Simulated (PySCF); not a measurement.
Al(CF3)(F)(OMe) (C2H3AlF4O), SMILES C[O][Al]([F])[C](F)(F)F.

Geometry: PBE0-D3(BJ)/def2-SVP. Other conformers were not sampled.

Calculation: TDA-PBE/def2-SVPD run with PySCF.

Vertical excitations. The molecule is in vacuum.

```csv
state,energy (eV),λ (nm),f,main pairs
S1,5.68,218,0.011,HOMO−1→LUMO 94 %
S2,5.68,218,0.004,HOMO→LUMO 88 %
S3,5.79,214,0.005,HOMO→LUMO+1 96 %
S4,6.23,199,0.092,HOMO−1→LUMO+1 81 %
S5,6.60,188,0.144,HOMO−2→LUMO 90 %
S6,6.64,187,0.055,HOMO−2→LUMO+1 95 %
T1,5.39,230,0,HOMO−1→LUMO 90 %
T2,5.41,229,0,"HOMO→LUMO 49 %, HOMO−1→LUMO+1 46 %"
```
Triplets are in the Tamm–Dancoff approximation.
